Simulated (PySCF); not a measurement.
# How ionic is MTe along the alkali metals?

PBE0 in PySCF with def2-SVP on every atom (core potentials on Rb, Te, Cs), for the lowest determinant that a PBE0 search found; no spin–orbit coupling. A negative dipole means M(+)Te(−).

```tsv
M	state (unpaired electrons)	Re (Å)	μ (D)
Li	doublet (π ↑)	2.481	-7.04
Na	doublet (π ↑)	2.806	-8.20
K	doublet (π ↑)	3.180	-10.59
Rb	doublet (π ↑)	3.338	-11.20
Cs	doublet (π ↑)	3.497	-11.41
```

Task: Give the ionic character |μ|/(e·Re) of each, with 1 e·Å = 4.803 D, and the positive end.

Result: LiTe 59 % (Li positive), NaTe 61 % (Na positive), KTe 69 % (K positive), RbTe 70 % (Rb positive), CsTe 68 % (Cs positive). Lone pairs and polarisation enter μ too, so this number is only a rough measure of charge transfer.

Spin–orbit coupling is left out. States were picked by a PBE0 search and need not be the measured ground states.
